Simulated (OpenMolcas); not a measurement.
How basis sets differ on SnH3O2 (SMILES [OH][SnH][OH])

SnH3O2 has 6 atoms, charge 0, and is taken as a doublet. SMILES: `[OH][SnH][OH]`. The shape is that of a PBE0-D4/def2-TZVP optimisation. This is one conformer, not always the lowest.

```
atom    x (Å)    y (Å)    z (Å)
   O  -1.2483  -0.6847  -0.2334
  Sn   0.4170   0.3025  -0.6396
   O   1.4139  -0.0383   1.0167
   H  -1.8520  -0.7834  -0.9736
   H   0.1286   2.0261  -0.6243
   H   1.1827  -0.8860   1.4081
```

Quantity: the dipole moment, in D. The values are calculated.

| level | kind | program | value (D) |
| --- | --- | --- | --- |
| UHF/STO-3G | Hartree–Fock | OpenMolcas | 2.91 |
| UHF/3-21G | Hartree–Fock | OpenMolcas | 3.66 |
| UHF/ANO-RCC-VDZP (DKH2, RICD fitting) | Hartree–Fock | OpenMolcas | 3.53 |
| UHF/def2-SVPD (core potential) | Hartree–Fock | OpenMolcas | 3.04 |

All-electron rows without a relativistic Hamiltonian named are non-relativistic, while core potentials hold scalar relativity, so basis and relativity change together. The values span 2.91 to 3.66 D. Magnitudes only. Sets without polarisation functions give poor dipoles.
